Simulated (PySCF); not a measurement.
Simulation results for AlBGeH5O

All values are calculated (PySCF 2.14.0). Calculation on a computer-drawn molecule: the log of a Hartree-Fock and frozen-core CCSD(T) single point meant for a local Hartree-Fock minimum, with one planted fault or none, to be diagnosed. Offsets are logged minus clean, where the clean run is the same molecule without the fault. The reference is restricted for singlets and unrestricted otherwise, and also for a bond in bohr or an excited solution. Adding or removing an electron swaps singlet and doublet. The excited solution moves the top pair (singlet) or top alpha electron (doublet) to the lowest empty orbital. Highest occupied and lowest empty are orbital energies over both spins, largest force is the largest gradient component, triples share is (T) over the correlation energy, the T1 limit is 0.02 restricted and 0.045 unrestricted, electrons count all cores, a negative frequency is imaginary (commonest isotopes), and the dipole is about the centre of nuclear charge; on germanium a core potential holds 10 electrons, which the energies leave out, and 3d is frozen in MP2 and coupled-cluster steps.

## AlBGeH5O

Logged structure:
```xyz
9
AlBGeH5O
O      1.3916    -2.7324    -1.8093
B      1.6571    -1.6461    -2.5075
Ge     0.8850     0.3201    -2.2109
Al     1.7487     2.4334    -0.9697
H      0.7819    -2.7149    -1.0865
H      2.4185    -1.6809    -3.4284
H     -0.3665     0.5327    -3.0767
H      2.7644     3.2448    -1.8270
H      1.1259     2.5687     0.4517
```

- meant charge: 1
- meant multiplicity: 1
- meant basis: cc-pV(D+d)Z
- meant basis and core potential on germanium: cc-pVDZ-PP ECP10MDF
- logged electrons: 62
- logged basis functions: 99
- logged SCF converged: yes
- logged spin squared: 0
- logged highest occupied: -14.84 eV
- logged lowest empty: -5.2898 eV
- logged largest force: 8.608e-06 hartree/bohr
- logged lowest frequency: 60.612 cm⁻¹
- logged T1 diagnostic: 0.016795
- logged D1 diagnostic: 0.053689
- logged triples share: 0.025222
- logged CC converged: yes
- logged dipole magnitude: 2.4645 debye
- logged SCF stable within its kind: yes
- logged energy HF: -637.53148 hartree
- logged energy CCSD(T): -637.99243 hartree
- possible faults: no fault, one electron removed, one electron added, multiplicity raised by two, geometry at a saddle point, SCF held on an excited solution, minimal basis STO-3G, one bond length entered in bohr, all coordinates scaled
- planted fault: —

Drawn bonds:
```
atom  other atom  order
   1           2      1
   2           3      1
   3           4      1
   1           5      1
   2           6      1
   3           7      1
   4           8      1
   4           9      1
```

**Q.** Give the missing planted fault for AlBGeH5O.
**A.** no fault

Further results for AlBGeH5O:

* HF energy offset from clean run: 0 kcal/mol
* CCSD(T) energy offset from clean run: 0 kcal/mol
